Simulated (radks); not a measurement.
The numbers below are computed, except where a source is named.
Question: Species: the zinc ion Zn+. Configuration: [Ar] 3d8 4s1 4f2 (not the ground configuration). Code: a radial shooting solver on a logarithmic mesh with Libxc functionals. Model: Dirac Kohn-Sham, PBE, spin-unpolarised, spherical densities, point nucleus; open shells are shared between the two j in proportion to 2j + 1.

Spin-orbit splittings of the eigenvalues, e(l+1/2) - e(l-1/2), with zeta = 2 splitting/(2l+1) and mean radii in bohr:

shell  occ.  splitting (eV)   zeta (eV)  <r> j=l-1/2  <r> j=l+1/2
2p        6           23.86       15.91       0.1959       0.1993
3p        6           3.182       2.122       0.6915       0.7013
3d        8          0.4239      0.1696       0.7805       0.7846
4p        0               ?           ?        2.277        2.302
4d        0         0.02365    0.009459        3.588        3.599
4f        2      0.00008342  0.00002383        6.606        6.606

Estimate the 4p splitting.

Answer: 0.3015 eV (zeta = 0.2010 eV).
